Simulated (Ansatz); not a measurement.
One change: `[F][Al]([Cl])[SeH]` becomes `[Cl][Al]([Cl])[SeH]`.

Ansatz, PBE0-D4/def2-TZVP geometries, multiplicity 1. Each molecule was computed in one conformer, which needn't be the lowest.

Scalar relativity is left out up to krypton.

```
                                        property  `[F][Al]([Cl])[SeH]`
         HOMO–LUMO gap (ωB97M-V/def2-TZVPP) / eV                 10.54
size of the dipole moment (B3LYP/def2-TZVPP) / D                  1.09
  zero-point energy (PBE0-D4/def2-TZVP) / kJ/mol                  33.3
             HOMO energy (B3LYP/def2-TZVPP) / eV                 -7.60
              HOMO energy (PBE0/def2-TZVPP) / eV                 -7.86
             LUMO energy (B3LYP/def2-TZVPP) / eV                 -1.40
```

What does the change do to each property? (An estimate is asked.)

Ansatz gave: 
```
                                        property  `[Cl][Al]([Cl])[SeH]`  shift
         HOMO–LUMO gap (ωB97M-V/def2-TZVPP) / eV                  10.55   0.01
size of the dipole moment (B3LYP/def2-TZVPP) / D                   1.04  -0.05
  zero-point energy (PBE0-D4/def2-TZVP) / kJ/mol                   30.9   -2.4
             HOMO energy (B3LYP/def2-TZVPP) / eV                  -7.56   0.04
              HOMO energy (PBE0/def2-TZVPP) / eV                  -7.82   0.04
             LUMO energy (B3LYP/def2-TZVPP) / eV                  -1.36   0.04
```

Dipoles are sizes alone; their direction can turn.

B3LYP here is the variant with VWN-RPA as its local correlation; programs differ in this.

Spin–orbit coupling is left out; it splits and shifts lone-pair levels of the heavy atoms by tenths of an eV.
